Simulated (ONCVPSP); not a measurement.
## Reading a pseudo-wave (oxygen)

Columns: radius, all-electron u(r) and pseudo u(r) of the 2s shell (level -23.96 eV) of oxygen in the configuration [He] 2s2 2p4; PBE, scalar-relativistic, ONCV scheme, ONCVPSP 4.0.1.

```json
{"r (bohr)": "0.053", "all-electron": "-0.3438", "pseudo": "0.0418"}
{"r (bohr)": "0.105", "all-electron": "-0.4208", "pseudo": "0.0869"}
{"r (bohr)": "0.158", "all-electron": "-0.3536", "pseudo": "0.1400"}
{"r (bohr)": "0.210", "all-electron": "-0.2153", "pseudo": "0.2008"}
{"r (bohr)": "0.262", "all-electron": "-0.0469", "pseudo": "0.2703"}
{"r (bohr)": "0.315", "all-electron": "0.1301", "pseudo": "0.3492"}
{"r (bohr)": "0.368", "all-electron": "0.2979", "pseudo": "0.4344"}
{"r (bohr)": "0.420", "all-electron": "0.4461", "pseudo": "0.5218"}
{"r (bohr)": "0.473", "all-electron": "0.5770", "pseudo": "0.6115"}
{"r (bohr)": "0.525", "all-electron": "0.6846", "pseudo": "0.6962"}
{"r (bohr)": "0.578", "all-electron": "0.7737", "pseudo": "0.7747"}
{"r (bohr)": "0.630", "all-electron": "0.8418", "pseudo": "0.8400"}
{"r (bohr)": "0.683", "all-electron": "0.8934", "pseudo": "0.8921"}
{"r (bohr)": "0.735", "all-electron": "0.9287", "pseudo": "0.9282"}
{"r (bohr)": "0.788", "all-electron": "0.9510", "pseudo": "0.9509"}
{"r (bohr)": "0.840", "all-electron": "0.9614", "pseudo": "0.9614"}
{"r (bohr)": "0.893", "all-electron": "0.9623", "pseudo": "0.9622"}
{"r (bohr)": "0.945", "all-electron": "0.9551", "pseudo": "0.9550"}
{"r (bohr)": "0.998", "all-electron": "0.9411", "pseudo": "0.9411"}
{"r (bohr)": "1.050", "all-electron": "0.9222", "pseudo": "0.9221"}
{"r (bohr)": "1.102", "all-electron": "0.8992", "pseudo": "0.8991"}
{"r (bohr)": "1.155", "all-electron": "0.8725", "pseudo": "0.8725"}
{"r (bohr)": "1.208", "all-electron": "0.8434", "pseudo": "0.8434"}
{"r (bohr)": "1.260", "all-electron": "0.8132", "pseudo": "0.8131"}
{"r (bohr)": "1.313", "all-electron": "0.7812", "pseudo": "0.7812"}
{"r (bohr)": "1.365", "all-electron": "0.7492", "pseudo": "0.7492"}
```

Q: How many radial nodes do the two functions have?

A: The all-electron 2s function has n − l − 1 = 1; the pseudo-wave has 0, since the states of the same l below it are removed with the core.

Q: At about which radius was the pseudo-wave matched?

A: 0.85 bohr. The columns agree to 0.0005 from 0.73 bohr on; several derivatives are matched, so the curves merge somewhat inside the radius.

Q: Is the pseudo-wave norm-conserving?

A: Yes: the ONCV scheme keeps the norm inside the radius equal to the all-electron one, which fixes the energy derivative of the logarithmic derivative at the level.
